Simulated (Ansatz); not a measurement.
Cost and result for the atomization energy of `[NH2][GeH2][NH][GeH2][NH2]` (14 atoms, 13 bonds).

Cartesian coordinates in Å:
```
N 1.3708 -1.3071 -0.0230
Ge 0.0120 -1.2286 -1.2649
N -0.7832 0.3727 -0.9268
Ge -1.1357 0.9993 0.7705
N 0.3317 1.6450 1.6645
H 1.6803 -2.2425 0.2015
H 2.1785 -0.7440 -0.2524
H 0.4494 -1.2338 -2.7478
H -0.8661 -2.4613 -0.9585
H -1.2240 0.8498 -1.6967
H -1.6766 -0.1558 1.6289
H -2.1372 2.1548 0.6060
H 1.0272 0.9199 1.7915
H 0.7730 2.4316 1.2070
```

Charge 0, multiplicity 1. Correlated methods include outer-core shells of Ge, which these sets cover unevenly. Scalar relativity is left out up to krypton. Geometry: relaxed with PBE0-D4/def2-TZVP. It is one conformer, not always the lowest. Program: Ansatz. All runs use 2 threads of an AMD EPYC 7R13 on a shared host and a share of an NVIDIA H100 80 GB. Times are those of one run each, without the atoms' runs, and a repeat can differ threefold. Electronic energies, without spin–orbit coupling; frozen cores. CCSD(T)/CBS adds CCSD(T) − MP2 in def2-TZVPP to the MP2 limit, and its time is that of the two runs behind it. T1 = 0.011. With those shells the extrapolation isn't a true limit. B3LYP takes the VWN-RPA correlation (the form of Gaussian; ORCA's B3LYP/G).

CCSD(T)/CBS is a level of theory with its own doubt, some kJ/mol a heavy atom from the limit and from the frozen cores, so smaller differences don't rank the functionals.

```json
{"level": "PBE0-D4/def2-TZVPP", "functions": "315", "wall time": "4 s"}
{"level": "B3LYP-D4/def2-TZVPP (with forces)", "functions": "315", "wall time": "4.9 s"}
{"level": "r2SCAN-D4/def2-TZVPP (with forces)", "functions": "315", "wall time": "6.5 s"}
{"level": "ωB97M-V/def2-TZVPP (with forces)", "functions": "315", "wall time": "9 s"}
{"level": "PBE-D4/def2-TZVPP (with forces)", "functions": "315", "wall time": "9.5 s"}
{"level": "ωB97X-V/def2-TZVPP", "functions": "315", "wall time": "9.5 s"}
{"level": "B2PLYP/def2-TZVPP", "functions": "315", "wall time": "9.5 s"}
{"level": "CCSD(T)/def2-TZVPP", "functions": "315", "wall time": "11 s"}
{"level": "MP2/def2-QZVPP", "functions": "619", "wall time": "11 s"}
{"level": "CCSD(T)/CBS(def2)", "functions": "–", "wall time": "22 s"}
```

(1) What atomization energy does each give, and how far from CCSD(T)/CBS? (Estimate.)

Answers

(1) The calculation gave: 
```tsv
level	atomization (kJ/mol)	difference from CCSD(T)/CBS	per bond
PBE0-D4/def2-TZVPP	4303.7	-66.1	-5.1
B3LYP-D4/def2-TZVPP (with forces)	4348.2	-21.6	-1.7
r2SCAN-D4/def2-TZVPP (with forces)	4314.6	-55.2	-4.2
ωB97M-V/def2-TZVPP (with forces)	4344.8	-25.0	-1.9
PBE-D4/def2-TZVPP (with forces)	4384.7	14.9	1.1
ωB97X-V/def2-TZVPP	4387.3	17.5	1.3
B2PLYP/def2-TZVPP	4293.0	-76.8	-5.9
CCSD(T)/def2-TZVPP	4246.0	-123.8	-9.5
MP2/def2-QZVPP	4331.4	-38.4	-3.0
CCSD(T)/CBS(def2)	4369.8	0.0	0.0
```

The D4 term adds +52.4 kJ/mol with B3LYP and +28.0 kJ/mol with PBE0; it sums over pairs of atoms, weighted by their polarisabilities, and B3LYP, whose exchange is more repulsive, gets the larger term. In def2-TZVPP, CCSD(T) changes the Hartree–Fock value by +1353.1 kJ/mol (the triples alone add +69.0 kJ/mol) and MP2 by +1365.5 kJ/mol; breaking electron pairs costs correlation energy, which Hartree–Fock lacks. From PBE to PBE0 (25 % exact exchange), in def2-TZVPP and without D4, the atomization energy moves by −76.3 kJ/mol: exact exchange takes away binding that semilocal exchange gives to molecules.
